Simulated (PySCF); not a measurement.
Delta-SCF ions had no search for a lower state. Excitations are Tamm–Dancoff values on a coarser integration grid. The basis has no diffuse functions, so Rydberg states are missing or too high.

Cartesian coordinates (Å):
```xyz
8

C      1.8601     0.2446    -0.0172
C      0.6993    -0.1029    -0.0364
C     -0.7106    -0.4774    -0.0975
O     -1.6008     0.6229     0.1138
H      2.8871     0.5458     0.0154
H     -0.9415    -1.2053     0.6952
H     -0.9105    -0.9760    -1.0658
H     -1.3121     1.3423    -0.4743
```
Charge 0, spin multiplicity 1.

Problem. Predict the S1 excitation (TDA), T1 excitation (TDA), LUMO, vertical ionisation energy (Delta-SCF) and HOMO–LUMO gap from PBE-D3(BJ)/def2-TZVP (PySCF 2.14.0).

Solution. 
```
Item                                       Value
--------------------------------------  --------
S1 excitation (TDA)                      5.83 eV
T1 excitation (TDA)                      5.16 eV
LUMO                                    -0.78 eV
vertical ionisation energy (Delta-SCF)   9.83 eV
HOMO–LUMO gap                            5.70 eV
```
